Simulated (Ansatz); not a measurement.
Calculated with Ansatz (gas phase, PBE0-D4/def2-TZVP geometries, no zero-point term in ΔE). CBS: MP2 limit from def2 TZ/QZ plus the TZ coupled-cluster correction, frozen cores. This one scheme is used for every species, atoms too. DFT in def2-TZVPP. Open shells (•) are unrestricted, without spin–orbit coupling. Spin–orbit coupling would lower the free atoms: a little for C, F, S, Si. One conformer a species, not always the lowest.

Reaction (atomization): `N=C(F)S[SiH2]N` → C• + F• + 5 H• + 2 N• + S• + Si•

`N=C(F)S[SiH2]N`:

```xyz
11

N     1.515   -0.839    2.681
C     0.888   -0.316    1.742
F     0.371    0.938    1.806
S     0.578   -1.103    0.214
Si   -0.549    0.434   -0.841
N    -0.955   -0.165   -2.384
H     1.588   -0.218    3.483
H     0.306    1.630   -0.996
H    -1.791    0.713   -0.088
H    -0.267   -0.224   -3.117
H    -1.684   -0.849   -2.502
```

```json
{"species": "`N=C(F)S[SiH2]N`", "r2SCAN0-D4 energy (Eh)": "-938.10276"}
{"species": "C•", "r2SCAN0-D4 energy (Eh)": "-37.83406"}
{"species": "F•", "r2SCAN0-D4 energy (Eh)": "-99.72093"}
{"species": "H•", "r2SCAN0-D4 energy (Eh)": "-0.49987"}
{"species": "N•", "r2SCAN0-D4 energy (Eh)": "-54.58144"}
{"species": "S•", "r2SCAN0-D4 energy (Eh)": "-398.08348"}
{"species": "Si•", "r2SCAN0-D4 energy (Eh)": "-289.33975"}
```

(1) Work out ΔE.

Largest T1 diagnostic among the species: 0.013.

## Answers

(1) ΔE = 5 × (-0.49987) + 2 × (-54.58144) + (-37.83406) + (-99.72093) + (-398.08348) + (-289.33975) − (-938.10276) = 1.46231 Eh = +917.6 kcal/mol. CCSD(T)/CBS gives +938.9 kcal/mol.

From BLYP to BHLYP (50 % exact exchange), in def2-TZVPP and without D4, ΔE moves by −42.6 kcal/mol: exact exchange takes away binding that semilocal exchange gives to molecules. In def2-TZVPP, CCSD(T) changes the Hartree–Fock value by +283.9 kcal/mol (the triples alone add +20.1 kcal/mol) and MP2 by +305.8 kcal/mol; breaking electron pairs costs correlation energy, which Hartree–Fock lacks.

For atomizations the MP2-based limit and the directly extrapolated one differ by several kJ/mol either way, and by 10 to 25 for some Ge, Se and Sn compounds, so smaller differences from it don't rank the levels.
